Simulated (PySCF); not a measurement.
Identify the compound

An unknown has the formula C₇H₆ClF₃O. Its calculated NMR data are:

¹H NMR (400 MHz, computed): δ 6.70 (m, 1H), 5.71 (m, 1H), 5.56 (m, 1H), 2.24 (m, 1H), 2.17 (m, 1H), 1.71 (m, 1H).

¹³C{¹H} NMR (computed): δ 179.4, 141.5, 133.4, 126.4, 45.6, 39.9, 19.2.

PySCF calculation with GFN2-xTB geometry and PBE0/pcSseg-1 with gauge-including orbitals; no relativistic terms, fast rotation and ring inversion assumed for equivalent nuclei, no solvent model, one conformer.

Shifts are taken against calculated references (same method and geometry level): TMS for ¹H (31.72 ppm) and ¹³C (186.93 ppm).

Problem. Choose the structure that fits.
A. C=C[C@@]1(C(=O)Cl)C[C@@H]1C(F)(F)F
B. C=C[C@@]1(C(F)(F)F)C[C@@H]1C(=O)Cl
C. C#C/C(Cl)=C(/CCF)OC(F)F

Solution. B. 

Rings plus π bonds: 3 (1 ring in the answer). 7 carbon signals for 7 carbons: no two carbons are equivalent. Carbon types of the structure: 3 × C, 2 × CH, 2 × CH2, which accounts for all hydrogens. δC 179.4: carbonyl carbon. δC 141.5: alkene CH; as expected for a trigonal carbon in a double bond. δC 133.4: CF3 carbon; 3 electronegative neighbours deshield it. δC 126.4: terminal =CH2 carbon; the olefinic region. δH 5.71, 5.56: hydrogen on a terminal =CH2 carbon; attached to an sp2 carbon and in the plane of the double bond.

The others: C=C[C@@]1(C(=O)Cl)C[C@@H]1C(F)(F)F has carbons computed at 182.8, 144.9, 133.4, 128.9, 42.1, 37.1, 25.0; C#C/C(Cl)=C(/CCF)OC(F)F would give 4 signals for carbon-bound and other non-exchanging H, not 6.

Carbons that carry Cl, above all several Cl atoms, come out too deshielded, partly because spin–orbit coupling is missing. Splittings by ¹⁹F in the carbon and heteronuclear signals aren't shown, as no couplings were computed. Shifts are as computed. Against solution values, carbons near 30 ppm lie about +3 ppm off and those near 130 ppm about +5 ppm; carbons on Cl a further +6 ppm. Of 1211 compounds with measured shifts, 218 miss one by over three times the rms of a fit or turn the order of signals round; such compounds aren't used in these exercises. No couplings were computed; multiplicities are counted from neighbouring protons, with m where these are inequivalent, close in shift, in a saturated or five-membered ring or joined by F or P, and br s for small geminal =CH2 splittings.
